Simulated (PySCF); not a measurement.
The same groups moved round the core (butadiene chloro+silyl). Isolated molecules, 0 K electronic values unless said otherwise. One relaxed conformer stands for each flexible species; it need not be the lowest. Strings in code marks are SMILES.

The S1–T1 gap (TDA) from two functionals at the same geometries (CAM-B3LYP-D3(BJ)/def2-TZVP), both in PySCF: PBE-D3(BJ)/def2-TZVP and TPSSh-D3(BJ)/def2-TZVP. Excitations are Tamm–Dancoff values on a coarser integration grid. The basis has no diffuse functions, so Rydberg states are missing or too high.

```
species                                       PBE-D3(BJ)/def2-TZVP (eV)
--------------------------------------------  -------------------------
`C=C(Cl)/C=C/[SiH3]` (Cl–C–C–C torsion 0°)                         1.96
`C=C([SiH3])C(=C)Cl` (Si–C–C–Cl torsion 45°)                       1.23
`C=C([SiH3])/C=C\Cl` (Si–C–C–C torsion 129°)                       1.28
`C=C/C(Cl)=C/[SiH3]` (C–C–C–Cl torsion 0°)                         2.03
`C=C/C(Cl)=C\[SiH3]` (C–C–C–Cl torsion 0°)                         1.86
`C=C/C([SiH3])=C/Cl` (C–C–C–Si torsion 0°)                         2.29
`C(=C)/C([SiH3])=C\Cl` (C–C–C–Si torsion 0°)                       2.16
`[SiH3]/C=C/C=C/Cl` (C–C–C–C torsion 180°)                         2.26
`[SiH3]/C=C/C=C\Cl` (C–C–C–C torsion 180°)                         2.08
`[SiH3]/C=C\C=C/Cl` (C–C–C–C torsion 180°)                         2.03
```

**Question.** What does TPSSh-D3(BJ)/def2-TZVP give for each?

**Answer.** 
- `C=C(Cl)/C=C/[SiH3]` (Cl–C–C–C torsion 0°): 2.42
- `C=C([SiH3])C(=C)Cl` (Si–C–C–Cl torsion 45°): 1.64
- `C=C([SiH3])/C=C\Cl` (Si–C–C–C torsion 129°): 1.65
- `C=C/C(Cl)=C/[SiH3]` (C–C–C–Cl torsion 0°): 2.44
- `C=C/C(Cl)=C\[SiH3]` (C–C–C–Cl torsion 0°): 2.30
- `C=C/C([SiH3])=C/Cl` (C–C–C–Si torsion 0°): 2.55
- `C(=C)/C([SiH3])=C\Cl` (C–C–C–Si torsion 0°): 2.49
- `[SiH3]/C=C/C=C/Cl` (C–C–C–C torsion 180°): 2.51
- `[SiH3]/C=C/C=C\Cl` (C–C–C–C torsion 180°): 2.38
- `[SiH3]/C=C\C=C/Cl` (C–C–C–C torsion 180°): 2.32
Over these rows, drawn at random from the members with no instability flagged (it was tested for open shells, ions and some series alone), PBE minus TPSSh-D3(BJ): mean -0.35 eV, from -0.46 eV to -0.25 eV.
